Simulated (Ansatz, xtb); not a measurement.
**Two isomers of C4H7ClOSi**

Structure X is `Cl[Si@@H]1CC=COC1`, a singlet and structure Y is `ClC[Si@@H]1CC=CO1`, a singlet. Both are isolated molecules in the gas phase, relaxed with PBE0-D3(BJ)/def2-SVP; the shapes shown needn't be the lowest conformers.

X (Å):

```xyz
14

C    -2.3858    0.3593    0.4022
C    -1.6292   -0.7334   -0.3098
C    -0.3272   -0.7621   -0.6433
C     0.3983    1.2296    0.4545
Cl   -1.6766    3.2052    1.8887
O     0.6466    0.1422   -0.4239
Si   -1.3589    1.9140    0.2957
H    -1.5770    2.6758   -0.9635
H    -3.3772    0.5044   -0.0571
H    -2.5742    0.1067    1.4614
H    -2.1981   -1.6140   -0.6231
H     0.0776   -1.6169   -1.1926
H     0.5258    0.8979    1.5038
H     1.1782    1.9794    0.2584
```

Y (Å):

```xyz
14

C    -1.7671    0.2953   -0.6254
C     0.6483   -1.7229   -0.1919
C     1.6462   -1.1764    0.8016
C     1.7787    0.1574    0.8194
Cl   -2.1780   -0.0701    1.0775
O     1.0404    0.9177   -0.0394
Si    0.0408   -0.1109   -0.9604
H    -1.9756    1.3607   -0.8056
H    -2.4366   -0.2910   -1.2738
H     0.3016    0.1023   -2.4140
H     1.1065   -2.4154   -0.9181
H    -0.1744   -2.2661    0.3051
H     2.2165   -1.8190    1.4753
H     2.4421    0.7288    1.4734
```

**Question.** Estimate which is lower in electronic energy at CCSD(T)/def2-SVP + ΔMP2/def2-TZVPP, and by roughly how much.

**Answer.** Not settled: CCSD(T)/def2-SVP + ΔMP2/def2-TZVPP gives E(Y) − E(X) = −1.26 kcal/mol, but this leans on the basis-set step: CCSD(T) alone gives +2.51 kcal/mol.

Level by level:

```
                             level              geometry  E(Y) − E(X) (kcal/mol)  departure from the last row (kcal/mol)  job, with rough time for the two
                          GFN2-xTB              GFN2-xTB                     +1.51                                   +2.78              optimisation, 0.23 s
                         HF/STO-3G              GFN2-xTB                    +15.20                                  +16.46               single point, 0.4 s
                r2SCAN-D4/def2-SVP              GFN2-xTB                     +5.86                                   +7.12                 single point, 4 s
              PBE0-D3(BJ)/def2-SVP  PBE0-D3(BJ)/def2-SVP                     +5.37                                   +6.63                optimisation, 47 s
                       HF/def2-SVP  PBE0-D3(BJ)/def2-SVP                     +4.20                                   +5.47           part of the CCSD(T) run
                      MP2/def2-SVP  PBE0-D3(BJ)/def2-SVP                     +2.08                                   +3.35           part of the CCSD(T) run
                  CCSD(T)/def2-SVP  PBE0-D3(BJ)/def2-SVP                     +2.51                                   +3.78                      single point
CCSD(T)/def2-SVP + ΔMP2/def2-TZVPP  PBE0-D3(BJ)/def2-SVP                     −1.26                                                        single point, 78 s
```

As drawn, Y has 1 C–Cl, 1 O–Si in place of 1 Cl–Si, 1 C–O. Structure X has a 6-membered ring, Y a 5-membered ring.

GFN2-xTB, HF/STO-3G, r2SCAN-D4/def2-SVP, PBE0-D3(BJ)/def2-SVP, HF/def2-SVP, MP2/def2-SVP, CCSD(T)/def2-SVP put the two in the other order. The largest departure from CCSD(T)/def2-SVP + ΔMP2/def2-TZVPP is that of HF/STO-3G, 16.46 kcal/mol. The last row adds to CCSD(T) the change of the MP2 difference between the two basis sets, here −3.78 kcal/mol, a large step that makes the value less sure.

With thermal terms from frequencies at re-optimised GFN2-xTB minima (ideal gas, soft modes damped towards free rotors, one conformer each, 298.15 K, 1 atm): on the last row, ΔE + ΔZPE = −1.75, ΔH = −1.62, ΔG = −2.07 kcal/mol.

The correlated steps freeze 15 core orbitals. Codes used: Ansatz 0.2.0, xtb 6.7.1; the last row on 4 threads of Arm Neoverse V1 on a shared host.
